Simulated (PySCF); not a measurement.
C₂H₆MgS, SMILES [CH2](C)[Mg][SH].

Coordinates come from a PBE0-D3(BJ)/def2-SVP optimisation. The structure was generated by enumeration; whether it is a known compound was not checked. One conformer was computed; it need not be the lowest.

Calculation: C-PCM-PBE0/def2-SVP (PySCF 2.14.0).

The values are the electrostatic part of the solvation free energy, E(continuum) − E(gas) at the gas-phase geometry, in a cavity of scaled van der Waals radii (PySCF's table); cavitation and dispersion terms are not included. A continuum can't describe solvent molecules that bind to the metal. In vacuum the orbital gap is 5.81 eV. The dipole moment in vacuum is 1.84 D.

Computed values in water (ε = 78.36), n-hexane (ε = 1.88), diethylether (ε = 4.24):
```tsv
solvent	ε	ΔG(elec) (kcal/mol)	dipole (D)	gap (eV)
water	78.36	-11.2	2.32	6.04
n-hexane	1.88	-4.7	2.04	5.91
diethylether	4.24	-8.2	2.20	5.98
```
